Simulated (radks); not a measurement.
Q: These are the eigenvalues of the occupied orbitals of an atom or ion with whole-number occupations (eV). Calculated with a radial shooting solver on a logarithmic mesh with Libxc functionals: scalar-relativistic Kohn-Sham, LDA (Slater exchange, Perdew-Wang correlation), spin-polarised, spherical densities, finite nucleus; Fermi nuclear charge, rms radius of each element as measured or else 0.836 A^(1/3) + 0.57 fm.

1s up: -45078.15
1s down: -45077.86
2s up: -7418.280
2s down: -7418.066
2p up: -6639.684
2p down: -6639.412
3s up: -1700.637
3s down: -1699.197
3p up: -1456.054
3p down: -1454.603
3d up: -1119.581
3d down: -1118.398
4s up: -421.3389
4s down: -418.0537
4p up: -340.5288
4p down: -337.2185
4d up: -226.1176
4d down: -222.7027
5s up: -132.4551
5s down: -127.8152
5p up: -109.0910
4f up: -102.0279

Which element is it, and in what charge state? The configuration may be excited. Open shells, if any, are filled with parallel spins first.

A: Z = 61, promethium, charge +7: Pm7+ in [Kr] 4d10 4f3 5s2 5p3. The list shows which subshells hold electrons but not how many an open one holds; the 1s level, -1656.6 hartree, gives Z - s = 57.6 by -(Z - s)^2/2, which with screening and relativity narrows Z to a few neighbours, and the depths of the outer levels then fix element, charge and occupations together.
